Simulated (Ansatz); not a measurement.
Input (CCSDT(Q)/def2-SVP; Ansatz, a program for electronic structure):

Ansatz 0.2 input:
```yaml
crystal:
  periodic: [false, false, false]
  atoms:
    - {symbol: Sn, position_ang: [-0.18108804, -0.19305491, 0.02305872]}
    - {symbol: O, position_ang: [1.74054267, -0.55386843, -0.33839285]}
    - {symbol: F, position_ang: [-0.36255956, 1.72542281, 0.14851184]}
    - {symbol: H, position_ang: [-1.06515126, -0.65170558, -1.35323278]}
    - {symbol: H, position_ang: [-0.54175186, -0.79340704, 1.57083307]}
basis:
  gaussian:
    orbitals: def2-SVP
magnetization: {spin_polarized: true, initial_magnetization: 1}
correlation: {method: ccsdt_q, electrons: outside_noble_gas}
```

Output:

```
Functional definition: HF
integrals: 0.09 GiB planned
1254 factors; integrals over basis functions are off by at most 2.1e-7 eV
mean field: 0.33 GiB planned
mean field evaluation 1: about -10563.6874 eV, gradient 3.9e1 eV
mean field evaluation 2: about -10563.7700 eV, gradient 3.9e1 eV
mean field evaluation 4: about -10574.2042 eV, gradient 8.3e0 eV
mean field evaluation 8: about -10575.1378 eV, gradient 5.3e-1 eV
mean field evaluation 16: about -10575.1540 eV, gradient 1.1e-4 eV
mean field evaluation 32: about -10575.1540 eV, gradient 9.3e-3 eV
mean field evaluation 64: about -10575.0879 eV, gradient 1.0e0 eV
mean field evaluation 96: about -10575.0566 eV, gradient 1.4e-1 eV
mean field evaluation 128: about -10575.0444 eV, gradient 7.2e-1 eV
mean field evaluation 160: about -10575.0559 eV, gradient 1.3e-1 eV
mean field evaluation 192: about -10575.0567 eV, gradient 6.6e-4 eV
mean field evaluation 224: about -10575.0171 eV, gradient 5.5e-1 eV
mean field evaluation 256: about -10575.1540 eV, gradient 7.2e-3 eV
mean field evaluation 288: about -10565.1335 eV, gradient 2.1e1 eV
mean field evaluation 320: about -10568.2375 eV, gradient 8.8e-1 eV
mean field evaluation 352: about -10568.3572 eV, gradient 1.7e-1 eV
mean field evaluation 384: about -10565.6783 eV, gradient 4.1e-1 eV
mean field evaluation 416: about -10569.0476 eV, gradient 1.5e0 eV
mean field evaluation 448: about -10568.2116 eV, gradient 8.6e-1 eV
mean field evaluation 480: about -10568.7492 eV, gradient 4.3e0 eV
mean field evaluation 512: about -10569.1270 eV, gradient 1.2e-3 eV
mean field evaluation 544: about -10566.5431 eV, gradient 7.6e-4 eV
mean field evaluation 576: about -10567.0582 eV, gradient 1.9e0 eV
mean field evaluation 608: about -10568.6401 eV, gradient 4.7e0 eV
mean field -10575.15396772 eV, -388.6297402170 hartree, gradient 5.1e-6 eV, S^2 0.758555; 9 other end points of the search recorded, 0 dependent functions left out
determinant -10575.15396772 eV, -388.6297402170 hartree, with singles and doubles -10587.19306272 eV, -389.0721687976 hartree
determinant -10575.05671087 eV, -388.6261660935 hartree, with singles and doubles -10587.07103250 eV, -389.0676842700 hartree
determinant -10573.46268906 eV, -388.5675868726 hartree, with singles and doubles -10585.53695043 eV, -389.0113077937 hartree
determinant -10575.15396772 eV, -388.6297402170 hartree, with singles and doubles -10587.19623196 eV, -389.0722852653 hartree
determinant -10575.05671087 eV, -388.6261660935 hartree, with singles and doubles -10587.07316152 eV, -389.0677625098 hartree
11 core orbitals not correlated, not the lowest: weight in the atoms' cores, before any rotation towards them, 0.818 or more for the frozen orbitals, at most 0.187 for the correlated occupied ones
reference -10575.15396772 eV, -388.6297402170 hartree; 10, 9 occupied and 43, 44 virtual orbitals, 1254 factors
second order -11.31113151 eV of doubles, -0.00000000 eV of singles
coupled cluster: 2.10 GiB planned
cycle   1  -11.62615167 eV  change   -3.2e-1 eV  update   1.0e-1
cycle   2  -12.00068992 eV  change   -3.7e-1 eV  update   5.4e-2
cycle   3  -12.26118454 eV  change   -2.6e-1 eV  update   2.6e-2
cycle   4  -12.27527197 eV  change   -1.4e-2 eV  update   1.1e-2
cycle   5  -12.26501322 eV  change    1.0e-2 eV  update   6.6e-3
cycle   6  -12.26863876 eV  change   -3.6e-3 eV  update   3.9e-3
cycle   7  -12.27486002 eV  change   -6.2e-3 eV  update   2.5e-3
cycle   8  -12.27525863 eV  change   -4.0e-4 eV  update   1.3e-3
cycle   9  -12.27473048 eV  change    5.3e-4 eV  update   6.4e-4
cycle  10  -12.27531529 eV  change   -5.8e-4 eV  update   3.4e-4
cycle  11  -12.27507279 eV  change    2.4e-4 eV  update   1.8e-4
cycle  12  -12.27508314 eV  change   -1.0e-5 eV  update   1.2e-4
cycle  13  -12.27514344 eV  change   -6.0e-5 eV  update   6.4e-5
cycle  14  -12.27513371 eV  change    9.7e-6 eV  update   3.8e-5
cycle  15  -12.27509662 eV  change    3.7e-5 eV  update   2.7e-5
cycle  16  -12.27508728 eV  change    9.3e-6 eV  update   1.4e-5
cycle  17  -12.27508975 eV  change   -2.5e-6 eV  update   8.2e-6
cycle  18  -12.27508920 eV  change    5.5e-7 eV  update   4.9e-6
cycle  19  -12.27509072 eV  change   -1.5e-6 eV  update   2.9e-6
cycle  20  -12.27509305 eV  change   -2.3e-6 eV  update   1.9e-6
perturbative correction -0.03027982 eV, -0.0011127629 hartree
Total energy: -10587.45934060 eV, -389.0819543292 hartree
```
